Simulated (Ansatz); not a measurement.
`CB(C)Cl` → `C[B]C`• + Cl• at 500 K and 1 bar (homolysis of the B–Cl bond).

Computed with Ansatz on PBE0-D4/def2-TZVP structures; ΔE is electronic, products minus reactants. CCSD(T)/CBS adds triple-zeta CCSD(T) − MP2 to the extrapolated MP2 energy (def2 sets, frozen cores). This one scheme is used for every species, atoms too. Open shells (•) are unrestricted, without spin–orbit coupling. Spin–orbit coupling would lower the free atoms: a little for Cl.

```tsv
species	CCSD(T)/CBS energy (Eh)	H − E (kJ/mol)	S (J/(mol·K))
`CB(C)Cl`	-564.35192	245.2	374.9
`C[B]C`•	-104.43815	227.7	343.0
Cl•	-459.70966	10.4	179.0
```

H − E and S are ideal-gas, rigid-rotor, harmonic terms from PBE0-D4/def2-TZVP, for one conformer and one mirror image of each species, with the whole ground term of open shells counted as degenerate. 1 Eh = 2625.50 kJ/mol, R = 8.31446 J/(mol·K).

**Question.** By hand: ΔE, ΔH, ΔS and ΔG.

**Answer.** ΔE = (-104.43815) + (-459.70966) − (-564.35192) = 0.20411 Eh = 535.9 kJ/mol. Δ(H − E) = 227.7 + 10.4 − 245.2 = -7.1, so ΔH = 528.8 kJ/mol. ΔS = 343.0 + 179.0 − 374.9 = 147.1 J/(mol·K). ΔG = 528.8 − 500 × (147.1)/1000 = 455.2 kJ/mol.

**Question.** By hand: the equilibrium constant, and the temperature at which ΔG would vanish if ΔH and ΔS stayed fixed.

**Answer.** log₁₀ K = −ΔG/(RT ln 10) = -47.6. ΔG = 0 at ΔH/ΔS = 3595 K, far beyond where these terms or the molecules hold.

The number of gas molecules changes by +1, which sets the sign of ΔS. A doubt of 5 kJ/mol in ΔE shifts log₁₀ K by 0.5 here. Other conformers and mirror images would add mixing entropy, several J/(mol·K) or more a flexible species. Modes under 60 cm⁻¹, often nearly free rotors, make the harmonic entropy too high. These are equilibria of isolated gas molecules and say nothing of rates. Largest T1 diagnostic: 0.012 (customary marks: 0.02 for closed shells, 0.045 for open ones).
